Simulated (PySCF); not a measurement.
Compound: C₇H₁₀N (doublet state).
Z-matrix (Å and degrees, GFN2-xTB geometry), rows numbered from 1:
```
C 
N   1  1.2511
C   2  1.4297  1  120.71
C   3  1.5449  2  109.69  1  -132.80
C   4  1.5477  3  107.10  2  -139.59
C   5  1.4860  4  103.08  3    24.78
C   6  1.4677  5  122.95  4    52.15
C   6  1.4708  5  111.64  4   -18.59
H   1  1.0800  2  118.51  3  -178.51
H   1  1.0972  2  124.48  3     1.59
H   3  1.1051  2  112.28  1    -8.36
H   4  1.0888  3  111.63  2    97.39
H   4  1.0900  3  107.78  2   -21.57
H   5  1.0900  4  112.02  3   146.76
H   5  1.0923  4  110.15  3   -92.36
H   7  1.0806  6  118.72  8  -103.08
H   7  1.0825  6  120.14  8   109.27
H   8  1.0791  3  117.30  2   -84.25
```

The hyperfine couplings belong to this conformer and change with its torsions.

The species is `C=N[C@@H]1CC[C]2C[C@@H]21` [radical].

Theory: PySCF, UKS B3LYP, pcH-1 on C H N, non-relativistic, mean-field spin-orbit, GIAO. One conformer (not necessarily the lowest) at the GFN2-xTB geometry, without solvent, vibrations or thermal averaging. The geometry wasn't refined by DFT: couplings that depend on bond lengths, twists or pyramidal angles can differ widely from those at the functional's own minimum. The SCF solution wasn't tested for stability.

Q: Where do the isotropic ENDOR lines of N2, H16, H18, H15, H12, H10, H13, H9 and H11 fall at 347.4 mT, to first order?

A: ν± = |νn ± a/2|, one line for each electron-spin manifold; νn = |g_N| × 7.62259 MHz/T × B.

| nuclei | isotope | g_N | νn (MHz) | a_iso (MHz) | lower line (MHz) | upper line (MHz) |
| --- | --- | --- | --- | --- | --- | --- |
| N2 | 14N | 0.4038 | 1.07 | 2.78 | 0.32 | 2.46 |
| H16 | 1H | 5.5857 | 14.79 | 65.63 | 18.02 | 47.61 |
| H18 | 1H | 5.5857 | 14.79 | 44.73 | 7.57 | 37.15 |
| H15 | 1H | 5.5857 | 14.79 | 39.50 | 4.96 | 34.54 |
| H12 | 1H | 5.5857 | 14.79 | 6.03 | 11.78 | 17.81 |
| H10 | 1H | 5.5857 | 14.79 | -1.50 | 14.04 | 15.54 |
| H13 | 1H | 5.5857 | 14.79 | -1.37 | 14.11 | 15.48 |
| H9 | 1H | 5.5857 | 14.79 | -1.33 | 14.13 | 15.46 |
| H11 | 1H | 5.5857 | 14.79 | -1.19 | 14.20 | 15.38 |

Q: Which pairs are centred on the nuclear Larmor frequency, and which on half the coupling?

A: Centred on νn, since |a| < 2νn: H12, H10, H13, H9 and H11. Centred on |a|/2 and split by 2νn: N2, H16, H18 and H15.

Q: At what field would the lower line of H18 fall to zero frequency?

A: Where νn = |a|/2, that is B = 22.36 MHz/(5.5857 × 7.62259 MHz/T) = 525 mT, as far as first order holds there.

Couplings of abundant isotopes left out: H17 (29.5 MHz).

The run took 84 s wall (with the writing of density and orbital grids) on Arm Neoverse V2, one thread, no GPU, shared host, and the process peaked at 0.97 GiB of memory.
